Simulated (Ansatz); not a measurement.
A structure relaxed at PBE-D4/def2-SVPD in Ansatz, charge -1, doublet:

```xyz
6

Ge   -0.567   -0.864    0.922
Ge    1.393    0.117   -2.099
S     1.629   -0.859   -0.129
S    -0.599   -0.903    3.059
S    -1.268    1.251    0.120
S    -0.588    1.259   -1.873
```

(1) Give its formula.

(2) Summarise the bond lengths by kind (pairs closer than 1.2 times the sum of covalent radii, bridged metal pairs left out).

## Answers

(1) Ge2S4⁻.

(2) 5 × Ge–S 2.14 to 2.43 Å; 1 × S–S 2.11 Å.

The relaxation made no stability test and no search for a lower SCF solution. Another isomer (doublet) lies 0.73 eV lower at PBE0-D4/def2-TZVPD; other spin states weren't run for this one.
